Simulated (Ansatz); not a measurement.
`CO[SiH](F)S[SiH2]Cl` at its PBE0-D4/def2-TZVP geometry, where that method's forces vanish. Charge 0, multiplicity 1.

```json
{"atom": "C1", "x (Å)": "-1.147", "y (Å)": "2.038", "z (Å)": "1.404"}
{"atom": "O2", "x (Å)": "-1.362", "y (Å)": "1.347", "z (Å)": "0.190"}
{"atom": "Si3", "x (Å)": "-0.319", "y (Å)": "0.412", "z (Å)": "-0.611"}
{"atom": "F4", "x (Å)": "0.859", "y (Å)": "1.290", "z (Å)": "-1.229"}
{"atom": "S5", "x (Å)": "0.543", "y (Å)": "-0.986", "z (Å)": "0.747"}
{"atom": "Si6", "x (Å)": "1.389", "y (Å)": "-2.295", "z (Å)": "-0.698"}
{"atom": "Cl7", "x (Å)": "0.057", "y (Å)": "-3.742", "z (Å)": "-1.281"}
{"atom": "H8", "x (Å)": "-2.086", "y (Å)": "2.513", "z (Å)": "1.688"}
{"atom": "H9", "x (Å)": "-0.844", "y (Å)": "1.352", "z (Å)": "2.200"}
{"atom": "H10", "x (Å)": "-0.381", "y (Å)": "2.809", "z (Å)": "1.286"}
{"atom": "H11", "x (Å)": "-1.029", "y (Å)": "-0.230", "z (Å)": "-1.727"}
{"atom": "H12", "x (Å)": "1.779", "y (Å)": "-1.543", "z (Å)": "-1.910"}
{"atom": "H13", "x (Å)": "2.540", "y (Å)": "-2.965", "z (Å)": "-0.059"}
```

Problem. For each bond, give half the difference of the two atoms' forces along it (eV/Å; positive pushes the atoms apart) under PBE-D4, r2SCAN-D4, B3LYP-D4, ωB97M-V in def2-TZVPP. (Estimate.)

Solution. Computed: 
| bond | length (Å) | PBE-D4 | r2SCAN-D4 | B3LYP-D4 | ωB97M-V |
| --- | --- | --- | --- | --- | --- |
| C1–O2 | 1.414 | 0.19 | 0.30 | 0.30 | 0.26 |
| C1–H8 | 1.090 | 0.09 | -0.06 | -0.12 | -0.10 |
| C1–H9 | 1.094 | 0.08 | -0.06 | -0.09 | -0.10 |
| C1–H10 | 1.093 | 0.08 | -0.06 | -0.09 | -0.10 |
| O2–Si3 | 1.613 | 0.26 | -0.04 | -0.03 | 0.00 |
| Si3–F4 | 1.594 | 0.48 | 0.04 | 0.19 | 0.15 |
| Si3–S5 | 2.132 | 0.02 | 0.03 | 0.12 | 0.02 |
| Si3–H11 | 1.470 | -0.05 | -0.05 | -0.20 | -0.22 |
| S5–Si6 | 2.125 | 0.10 | 0.04 | 0.14 | 0.07 |
| Si6–Cl7 | 2.051 | 0.19 | 0.06 | 0.22 | 0.10 |
| Si6–H12 | 1.479 | 0.06 | -0.03 | -0.13 | -0.15 |
| Si6–H13 | 1.477 | 0.08 | -0.03 | -0.17 | -0.17 |

B3LYP here is the variant with VWN-RPA as its local correlation; programs differ in this.
